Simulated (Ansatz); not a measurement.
Correlation energies of ClF₃H₂O₂W (`[OH][W]([OH])([F])([F])([F])[Cl]`) by basis set

Cartesian coordinates in Å:
```
O 1.515 0.196 -1.015
W -0.005 -0.238 -0.051
O -1.514 -0.177 1.019
F 1.040 -0.616 1.437
F -1.052 0.064 -1.554
F 0.033 1.620 0.345
Cl -0.050 -2.460 -0.525
H 1.952 1.043 -1.128
H -1.919 0.568 1.471
```

The species carries charge 0 and has multiplicity 1. Correlated methods include outer-core shells of W, which these sets cover unevenly. W: def2 effective core potential. The geometry is a stationary point of PBE0-D4/def2-TZVP. It is one conformer, not always the lowest. Frozen core, restricted reference, Ansatz.

```
     basis     HF (Eh)  MP2 corr.
  def2-SVP  -974.75724   -1.46064
def2-TZVPP  -975.53257   -1.93854
def2-QZVPP  -975.56755   -2.12919
```

(1) Estimate the CCSD correlation energy and the (T) correction in each basis where they were run (hartree).

## Answers

(1) 
| basis | CCSD corr. | (T) |
| --- | --- | --- |
| def2-SVP | -1.43529 | -0.05088 |
